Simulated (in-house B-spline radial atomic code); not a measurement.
RPBE excitations of Li+

Method: RPBE. Computed with a B-spline radial code for spherical atoms: linear response of the closed shell 1s2 with the functional's adiabatic kernel; scalar-relativistic (spin-free one-electron X2C), finite nucleus, no spin-orbit coupling, no double excitations, S, P, D and F terms only.

Command:
```bash
python run_td.py task.json out
```
Settings (radii: box in bohr, nucleus in fm):
```
Z                        3
electrons                2
configuration            1s2
hamiltonian              x2c
method                   rpbe,pbe
box_radius               41.61
rms_radius               2.444
intervals                77
```

Time taken, with all properties: 0.3 s on 1 thread of Arm Neoverse N1, with other jobs on the host.

The lowest states, in the order of their Tamm-Dancoff energies; the method's threshold (minus the highest occupied level) is 60.55 eV. Labels give the largest channel, * marks a mixed state, and oscillator strengths are full-response dipole values. Measured ¹D terms are left out, since they can mix with doubly excited terms. Semilocal kernels can invert the small singlet-triplet splittings of Rydberg terms. Energies in eV:

| state | full response | Tamm-Dancoff | oscillator strength | measured (J-weighted term) |
| --- | --- | --- | --- | --- |
| 1s → 2s 3S | 52.96 | 52.97 | - | 59.021 |
| 1s → 2s 1S | 54.35 | 54.41 | - | - |
| 1s → 2p 3P | 55.13 | 55.15 | - | 61.281 |
| 1s → 2p 1P | 55.72 | 55.72 | 0.246 | 62.216 |
| 1s → 3s 3S | ? | ? | - | ? |
| 1s → 3s 1S | ? | ? | - | ? |
| 1s → 3p 3P | 58.64 | 58.64 | - | 69.369 |

(1) Where does 1s → 3s 1S lie?

(2) Where does 1s → 3s 3S lie?

(3) How large is the singlet-triplet splitting of 1s → 2s (S terms) in Tamm-Dancoff?

(4) What polarisabilities and dispersion coefficient does the method give?

## Answers

(1) At 58.41 eV in full response, 58.42 eV in Tamm-Dancoff; measured 69.279 eV.

(2) At 58.19 eV in full response, 58.20 eV in Tamm-Dancoff; measured 68.781 eV.

(3) 1.44 eV, from the unrounded values.

(4) Dipole 0.207 bohr³, quadrupole 0.1371 bohr⁵, C6 0.0859 hartree·bohr⁶ for two such species.
